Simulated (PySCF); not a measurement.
## $^{29}$Si chemical shifts

[PySCF 2.14.0 with density-fitted response routines: GFN2-xTB structure; shielding tensors at PBE0/pcSseg-1 (GIAO); non-relativistic; one conformer; no solvent model; equivalent nuclei averaged]

Shieldings were converted by a linear fit to measured shifts: $^{29}$Si (scatter 8.9 ppm rms, 25.8 ppm with the 6 outliers that the fit left out vs TMS, solution or neat liquid). A few per cent of atoms miss by over 2 rms, more outside the fitted compound classes.

Give the $^{29}$Si shifts of `CC#C[Si@H]1[SiH2][Si@H](O)[SiH2]1`, `CCN([SiH2]F)C1CC1`, `O=Cc1snnc1[SiH3]`, `FC(F)(F)[SiH2]CC[SiH3]`, `CC[Si@@]1(N)COC[SiH2]N1`, `FC(F)(F)O[C@H]1C[SiH2]N[SiH2]1`.

Results:


| compound | environment | δ (ppm) |
| --- | --- | --- |
| [CH3:1][C:2]#[C:3][Si@H:4]1[SiH2:5][Si@H:6]([OH:7])[SiH2:8]1 | Si6: silicon bonded to O, 2 Si, H, in a 4-membered ring | 10.2 |
| [CH3:1][C:2]#[C:3][Si@H:4]1[SiH2:5][Si@H:6]([OH:7])[SiH2:8]1 | Si5/8: silicon bonded to 2 Si, 2 H, in a 4-membered ring (×2) | -73.2 |
| [CH3:1][C:2]#[C:3][Si@H:4]1[SiH2:5][Si@H:6]([OH:7])[SiH2:8]1 | Si4: silicon bonded to C, 2 Si, H, in a 4-membered ring | -76.0 |
| CCN([SiH2]F)C1CC1 | silicon bonded to F, N, 2 H | -19.7 |
| O=Cc1snnc1[SiH3] | silicon bonded to C, 3 H | -71.2 |
| [F:1][C:2]([F:3])([F:4])[SiH2:5][CH2:6][CH2:7][SiH3:8] | Si5: silicon bonded to 2 C, 2 H | -41.1 |
| [F:1][C:2]([F:3])([F:4])[SiH2:5][CH2:6][CH2:7][SiH3:8] | Si8: silicon bonded to C, 3 H | -60.7 |
| [CH3:1][CH2:2][Si@@:3]1([NH2:4])[CH2:5][O:6][CH2:7][SiH2:8][NH:9]1 | Si3: silicon bonded to 2 C, 2 N, in a 6-membered ring | -23.9 |
| [CH3:1][CH2:2][Si@@:3]1([NH2:4])[CH2:5][O:6][CH2:7][SiH2:8][NH:9]1 | Si8: silicon bonded to C, N, 2 H, in a 6-membered ring | -41.9 |
| [F:1][C:2]([F:3])([F:4])[O:5][C@H:6]1[CH2:7][SiH2:8][NH:9][SiH2:10]1 | Si10: silicon bonded to C, N, 2 H, in a 5-membered ring | -21.7 |
| [F:1][C:2]([F:3])([F:4])[O:5][C@H:6]1[CH2:7][SiH2:8][NH:9][SiH2:10]1 | Si8: silicon bonded to C, N, 2 H, in a 5-membered ring | -24.0 |
